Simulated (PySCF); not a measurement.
Ge(F)(Br)2(NH2) (Br2FGeH2N), SMILES [NH2][Ge]([F])([Br])[Br].

Coordinates come from a PBE-D3(BJ)/def2-SVP optimisation. One conformer was computed; it need not be the lowest.

All values below come from PBE/def2-TZVP (PySCF).

Problem. Estimate the frontier levels, gap, dipole moment and polarisability. (An estimate is asked for; the answer gives what the named calculation found.)

Solution. 
```yaml
highest_occupied_level: -7.12 eV
lowest_empty_level: -2.83 eV
orbital_gap: 4.29 eV
dipole_moment: 2.78 D
quadrupole, principal values (traceless, Buckingham form, about the centre of nuclear charge): -8.49, -0.24, 8.73 D·Å
mean_static_polarisability: 77.9 bohr³ (11.54 Å³)
polarisability_principal_values: 60.5, 78.2, 95.0 bohr³
```
